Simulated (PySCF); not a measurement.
Si(F)(H)2(SH) (FH3SSi), SMILES S[SiH2]F. Atoms are numbered in the order given.

```xyz
6

Si    -0.6090    -0.4741    -0.0059
F     -1.5688     0.7737     0.2998
S      1.4242     0.1153    -0.2204
H     -0.7718    -1.4115     1.1192
H     -1.0026    -1.0486    -1.3036
H      1.6330     0.2895     1.0965
```
Charge 0, spin multiplicity 1.

Geometry: B3LYP-D3(BJ)/def2-TZVP. The values are those of a single conformer.

Calculation: ωB97X/def2-TZVPD (PySCF).

Isolated molecule, no solvent.

* **total energy**: -789.46208 hartree
* **highest occupied level**: -10.44 eV
* **lowest empty level**: 1.44 eV
* **orbital gap**: 11.88 eV
* **dipole moment**: 1.26 D
* **quadrupole, principal values (traceless, Buckingham form, about the centre of nuclear charge)**: -5.93, 0.12, 5.81 D·Å
* **mean static polarisability**: 47.8 bohr³ (7.09 Å³)
* **polarisability, principal values**: 42.5, 44.5, 56.5 bohr³
